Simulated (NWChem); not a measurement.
## Correlation energy of sulfur difluoride (F₂S)

```
S
F 1 1.6118
F 1 1.6118 2 99.21
```
Charge 0, spin multiplicity 1.

Everything below was run with NWChem. All single points use one geometry, from PBE0/def2-SVP, a minimum by its harmonic frequencies.

Basis set: cc-pVDZ. Each correlation energy counts from its own Hartree-Fock reference.

| method | correlation energy (mHa) | difference from CCSD(T) |
|---|---|---|
| SCS-MP2 | -487.3 | +42.5 |
| CCSD+T(CCSD) | -531.0 | -1.3 |
| CCSD | -518.6 | +11.1 |
| MP2 | -502.9 | +26.8 |
| RI-MP2 | -503.0 | +26.8 |
| CR-CCSD[T] | -528.5 | +1.2 |
| CR-CCSD(T) | -527.5 | +2.2 |
| CCSD(T) | -529.7 | 0.0 |

The values span 43.7 mHa, from CCSD+T(CCSD) (lowest) to SCS-MP2 (highest). 

The correlated methods keep 7 core orbitals frozen. Differences from the coupled-cluster row are differences between methods, not errors against experiment.
